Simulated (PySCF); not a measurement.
IRb, charge -1, doublet, at the geometry of the source list (a state made from the parent by changing its charge; the spin is typed, not shown lowest) (all electrons, no relativity) (in this run its highest filled SCF level lies above zero, so its values depend strongly on the basis, on diffuse functions most of all). Base run: M062X/3-21G (PySCF).

The PySCF input:
```python
from pyscf import gto, scf, dft

mol = gto.Mole()
mol.atom = '''
    Rb   -1.089600   -0.774000   -0.928300
    I     1.089600    0.774000    0.928300
'''
mol.basis = '3-21g'
mol.charge = -1
mol.spin = 1
mol.verbose = 4
mol.build()

mf = dft.UKS(mol)
mf.xc = 'm062x'
mf.kernel()
```

Variants of this job, named by their change:

```tsv
change	ΔE vs base (µEh)	grid points	electrons on the grid	outcome
base	0.0	43872	91.00002	converged
grids.radi_method = delley	3150	37368	90.99656	converged
grids.level = 1	4873	16112	91.00011	converged
grids.radi_method = mura_knowles	369	35816	91.00002	converged
grids.prune = off	0.3	82464	91.00002	converged
grids.atom_grid = (75, 302)	9730	26368	91.00013	converged
grids.prune = dft.gen_grid.treutler_prune	0.3	44136	91.00002	converged
grids.atom_grid = (99, 590)	775	57472	90.99999	converged
grids.level = 5	495	94152	91.00000	converged
grids.radi_method = gauss_chebyshev	550	39960	91.00002	converged
grids.prune = dft.gen_grid.sg1_prune	-	-	-	input refused
```

Open shells are given as the SCF converged; they aren't shown to be the lowest states, and a large step between rows can be another state.

- grids.prune = dft.gen_grid.sg1_prune: ended with `IndexError: index 37 is out of bounds for axis 0 with size 19`
